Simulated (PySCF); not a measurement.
C4H13OSi2 (SMILES C[Si](C)O[SiH](C)C), doublet, at a GFN2-xTB geometry. Base run: PySCF with DF-SVWN5/def2-SVP.

The PySCF input:
```python
from pyscf import gto, scf, dft

mol = gto.M(
    atom='''
C     2.54429434   -1.15565672    0.38551541
Si    1.60568653    0.50154320    0.29390979
C     1.73387095    1.29576066   -1.43611622
O     0.02749470    0.21813221    0.61135266
Si   -1.42838258   -0.47349254    0.40248862
C    -2.73137060    0.81130966    0.89853383
C    -1.65077303   -0.99566754   -1.41222267
H     3.60293208   -1.02459373    0.18627670
H     2.44145708   -1.61798270    1.36210547
H     2.14578134   -1.85133861   -0.35197875
H     1.16267836    2.21693490   -1.49629716
H     1.34278761    0.61356825   -2.18993049
H     2.76356988    1.52338513   -1.69225210
H    -1.44085649   -1.64656379    1.28606542
H    -3.73075146    0.39130508    0.84458624
H    -2.70420642    1.68348133    0.25123265
H    -2.57202969    1.15494265    1.91573436
H    -2.61675193   -1.46414242   -1.57349805
H    -1.58480444   -0.14274385   -2.08301828
H    -0.88814898   -1.70849586   -1.71368738
''',
    basis='def2-svp',
    spin=1,
    verbose=5,
)

mf = dft.UKS(mol)
mf.xc = 'lda,vwn'
mf = mf.density_fit(auxbasis='def2-universal-jkfit')
mf.kernel()
```

Variants of this job, named by their change:

```csv
change,basis functions,E (Eh),HOMO (eV),dipole (D),core-seconds (rough)
base,171,-809.78435,-3.95,1.28,30
basis = LANL2DZ,87,-241.14192,-3.93,1.54,30
basis = 3-21G,97,(withheld),(withheld),(withheld),20
basis = pcseg-0,97,(withheld),(withheld),(withheld),20
basis = 6-31G,97,-809.96659,-3.80,1.72,20
basis = 6-31G*,132,-810.08138,-3.83,1.48,20
basis = 6-31+G*,(withheld),(withheld),-4.09,(withheld),40
basis = cc-pVDZ,171,-810.11433,-3.93,1.35,30
basis = pc-1,171,-810.11436,-4.09,1.21,40
basis = 6-31G**,171,(withheld),(withheld),(withheld),50
basis = cc-pV(D+d)Z,181,-810.13860,-3.94,1.34,40
basis = 6-311G**,220,-810.23879,-4.09,1.31,50
basis = def2-SVPD,255,-809.80877,-4.12,1.33,60
```

Problem. Some entries are withheld; supply them.

Solution. 
- basis = 3-21G, E (Eh): -805.81699
- basis = 3-21G, HOMO (eV): -3.70
- basis = 3-21G, dipole (D): 1.53
- basis = pcseg-0, E (Eh): -808.88470
- basis = pcseg-0, HOMO (eV): -3.98
- basis = pcseg-0, dipole (D): 1.25
- basis = 6-31+G*, basis functions: 160
- basis = 6-31+G*, E (Eh): -810.09660
- basis = 6-31+G*, dipole (D): 1.41
- basis = 6-31G**, E (Eh): -810.10034
- basis = 6-31G**, HOMO (eV): -3.85
- basis = 6-31G**, dipole (D): 1.46

Totals compare only among sets that treat the same electrons; sets with core potentials leave the core out.

Open shells are given as the SCF converged; they aren't shown to be the lowest states, and a large step between rows can be another state.
